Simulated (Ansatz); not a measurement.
Reaction (ligand exchange at the Si–O bond): `C=C[SiH2]O[SiH3]` + `F[SiH](F)S` → `C=C[SiH2]S[SiH](F)F` + silanol

Computed with Ansatz on PBE0-D4/def2-TZVP structures; ΔE is electronic, products minus reactants. CCSD(T)/CBS adds triple-zeta CCSD(T) − MP2 to the extrapolated MP2 energy (def2 sets, frozen cores). DFT in def2-TZVPP. B3LYP here is the variant with VWN-RPA as its local correlation; programs differ in this. Each species was taken in one conformer, which may not be the lowest.

```
             level  ΔE (kcal/mol)  difference from CCSD(T)/CBS
            PBE-D4            5.7                         -3.7
         r2SCAN-D4            8.4                         -1.0
          B3LYP-D4            9.8                          0.4
           ωB97X-V            9.5                          0.1
            B2PLYP           11.0                          1.6
            r2SCAN            8.7                         -0.7
             B3LYP           11.7                          2.3
     HF/def2-TZVPP           15.6                          6.2
SCS-MP2/def2-TZVPP           10.6                          1.2
   CCSD/def2-TZVPP           11.3                          1.9
CCSD(T)/def2-TZVPP           10.2                          0.8
     HF/def2-QZVPP           16.1                          6.7
SCS-MP2/def2-QZVPP           10.4                          1.0
      HF/CBS(def2)           16.2                          6.8
     MP2/CBS(def2)            8.1                         -1.3
    CCSD/CBS(def2)           10.6                          1.2
       CCSD(T)/CBS            9.4                            0
```

Largest T1 diagnostic among the species: 0.012.

From PBE to PBE0 (25 % exact exchange), in def2-TZVPP and without D4, ΔE moves by +1.1 kcal/mol. The D4 term adds −1.9 kcal/mol with B3LYP and −1.1 kcal/mol with PBE0; it sums over pairs of atoms, weighted by their polarisabilities, and B3LYP, whose exchange is more repulsive, gets the larger term. In def2-TZVPP, CCSD(T) changes the Hartree–Fock value by −5.4 kcal/mol (the triples alone add −1.2 kcal/mol) and MP2 by −6.8 kcal/mol.
